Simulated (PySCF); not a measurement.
C2H6OSi2, SMILES O[Si@@H]1C=C[SiH2]1. Geometry: PBE-D3(BJ)/def2-SVP. The structure was generated by enumeration; whether it is a known compound was not checked. Other conformers were not sampled.

Level of theory: PBE-D3(BJ)/def2-SVP (PySCF).

Harmonic wavenumbers (cm⁻¹): 122, 170, 279, 310, 392, 421, 486, 568, 630, 662, 708, 726, 744, 786, 860, 887, 916, 986, 1019, 1226, 1500, 2131, 2140, 2173, 3048, 3070, 3758. Rotational constants (GHz): 5.286, 2.407, 1.863; symmetry number 1.

Question: Work out the zero-point energy and the ideal-gas rigid-rotor harmonic-oscillator thermochemistry at 298.15 K and 1 atm.

Answer: ZPE = ½ Σ hcν = ½ × 30719 cm⁻¹ = 183.74 kJ/mol. H − E(el) = 204.44 kJ/mol. Entropy in J/(mol K): translation 166.46, rotation 113.00, vibration 58.51, total 337.96. G − E(el) = 103.67 kJ/mol. Cp = 116.72 J/(mol K). Modes under 150 cm⁻¹ make the vibrational entropy uncertain.
